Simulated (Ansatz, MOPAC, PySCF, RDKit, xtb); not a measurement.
Dimer: HCl (SMILES Cl) (first 2 atoms) with CH3F (SMILES CF); geometry from B3LYP-D3(BJ)/def2-TZVP, rigid monomers moved along the line of their centres of mass till H2···F4 is 2.23 Å.
(charge 0, multiplicity 1):
```
atom    x (Å)    y (Å)    z (Å)
----  -------  -------  -------
Cl     0.1652   0.0521  -0.1361
H      0.2154   0.5086   1.0704
C     -0.5202  -0.5484   3.8158
F      0.0192   0.6318   3.2837
H      0.1962  -0.9578   4.5265
H     -1.4572  -0.2993   4.3117
H     -0.6921  -1.2464   2.9973
```

```csv
level,interaction energy (kJ/mol),"minus CCSD(T)/CBS(aug-cc-pV(D+d)Z, aug-cc-pV(T+d)Z)"
UFF,6.1,20.7
PM7,-4.9,9.6
GFN2-xTB,-12.9,1.7
HF/3-21G (no counterpoise),-27.6,-13.0
HF/aug-cc-pV(D+d)Z,-10.2,4.4
HF/aug-cc-pV(T+d)Z,-9.7,4.9
PBE/def2-TZVPPD,-12.5,2.0
PBE-D3(BJ)/def2-TZVPPD,-15.0,-0.4
r2SCAN/def2-TZVPPD,-13.8,0.7
B3LYP/3-21G (no counterpoise),-35.6,-21.1
B3LYP/6-31G*,-12.7,1.9
PBE0/def2-TZVPPD,-12.4,2.2
PBE0-D3(BJ)/def2-TZVPPD,-14.7,-0.2
PBE0-D4/def2-TZVPPD,-14.6,0.0
MP2/aug-cc-pV(D+d)Z,-13.8,0.7
"MP2/CBS(aug-cc-pV(D+d)Z, aug-cc-pV(T+d)Z)",-14.9,-0.4
SCS-MP2/aug-cc-pV(D+d)Z,-12.3,2.2
CCSD/aug-cc-pV(D+d)Z,-12.6,2.0
CCSD(T)/aug-cc-pV(T+d)Z,-14.0,0.6
"CCSD(T)/CBS(aug-cc-pV(D+d)Z, aug-cc-pV(T+d)Z)",-14.5,0.0
```

 The comparison column counts from a level with limits of its own.

The rows run from -35.6 (B3LYP/3-21G (no counterpoise)) to 6.1 kJ/mol (UFF). The dispersion term adds -2.5 in PBE-D3(BJ), -2.4 in PBE0-D3(BJ), -2.2 in PBE0-D4. The 3 functionals in def2-TZVPPD without D3 or D4 span 1.5, from r2SCAN to PBE0.

Counterpoise-corrected where a basis set is named; no monomer relaxation. Rows marked so take none. RDKit's UFF carries no charges.

Frozen-core correlation. CBS: X⁻³ extrapolation of the correlation energy, Hartree–Fock from the larger set. Rows in 3-21G, 6-31G* carry no dispersion term and start afresh at each structure (6-31G* with six Cartesian d functions). The state that PM7 reach isn't checked; PM7 holds dispersion and hydrogen-bond terms.

Programs: Ansatz (a first-principles code); MOPAC for PM7 (differences of heats of formation); PySCF for 3-21G rows, 6-31G* rows, the dispersion terms; RDKit for the force fields; xtb for the GFN methods.
